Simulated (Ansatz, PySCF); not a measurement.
Molecule: tin monoxide, SnO, net charge 0, singlet state. 
Geometry from a B3LYP-D3(BJ)/def2-TZVP (Ansatz, a quantum-chemistry and plane-wave program) optimisation:
```xyz
2

Sn     0.0000     0.0000    -0.2526
O      0.0000     0.0000     1.5791
```

Property: atomisation energy (electronic, to ground-state atoms), in kcal/mol. Correlated levels leave the core frozen unless marked. Open shells are spin-unrestricted. No spin-orbit coupling. Frozen are the shells of the preceding noble gas and the d and f shells that filled before the atom's block. In def2 rows, elements after Kr have scalar-relativistic effective core potentials. The coupled-cluster limit lacks core correlation, which all-electron functionals hold. Basis-set limits of correlation are two-point, X^-3; Hartree-Fock from the larger set.

The Hartree-Fock reference is unstable (checked in the largest basis), which strains HF and MP2. The T1 diagnostic of CCSD in the largest basis is 0.038, which is high, so the coupled-cluster rows are less sure than usual.

| level | program | atomisation energy (kcal/mol) |
|---|---|---|
| revPBE-D4/def2-TZVPD | Ansatz + dftd4 | … |
| r2SCAN-D3(BJ)/def2-TZVPD | Ansatz + dftd3 | 131.0 |
| PBE0-D3(BJ)/def2-TZVPD | Ansatz + dftd3 | 124.0 |
| PBE0/def2-TZVPD | Ansatz | 123.5 |
| TPSSh-D3(BJ)/def2-TZVPD | PySCF + dftd3 | … |
| PW6B95-D4/def2-TZVPD | PySCF + dftd4 | … |
| CCSD/def2-TZVPP | Ansatz | 113.9 |
| CCSD(T)/CBS(def2-TZVPPD,def2-QZVPPD) | Ansatz | … |

### Question
What belongs in the gaps?

### Answer

- revPBE-D4/def2-TZVPD, atomisation energy (kcal/mol): 136.2
- TPSSh-D3(BJ)/def2-TZVPD, atomisation energy (kcal/mol): 127.5
- PW6B95-D4/def2-TZVPD, atomisation energy (kcal/mol): 129.0
- CCSD(T)/CBS(def2-TZVPPD,def2-QZVPPD), atomisation energy (kcal/mol): 131.9
